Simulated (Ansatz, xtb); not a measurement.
Molecule: CSe$_{2}$ (charge +1, doublet). SMILES of the parent species: [Se]=C=[Se]
Coordinates optimised at B3LYP-D3(BJ)/def2-TZVP (Ansatz, a first-principles code):
```
C
Se 1 1.6959
Se 1 1.6959 2 180.00
```
Charge +1, spin multiplicity 2.

Harmonic wavenumbers from GFN2-xTB (xtb, at its own minimum), cm⁻¹: 242, 242, 390, 1190.

**Question.** Give the harmonic wavenumbers at B3LYP-D3(BJ)/def2-TZVP (Ansatz, finite differences of forces, unscaled).

**Answer.** 255, 305, 377, 1079 cm⁻¹. Zero-point energy 2.9 kcal/mol.

**Question.** From these and the geometry, give the ideal-gas thermochemistry at 298.15 K and 1 atm (rigid rotor, harmonic oscillator).

**Answer.** Point group D∞h, rotational symmetry number 2. Rotational constants 1.113, 1.113 GHz. S(trans) 41.30, S(rot) 17.75, S(vib) 4.20, S(elec, spin only) 1.38, S 64.6 cal/(mol K). H(298) - H(0) 2.86 kcal/mol; G - E(el) -13.5 kcal/mol.
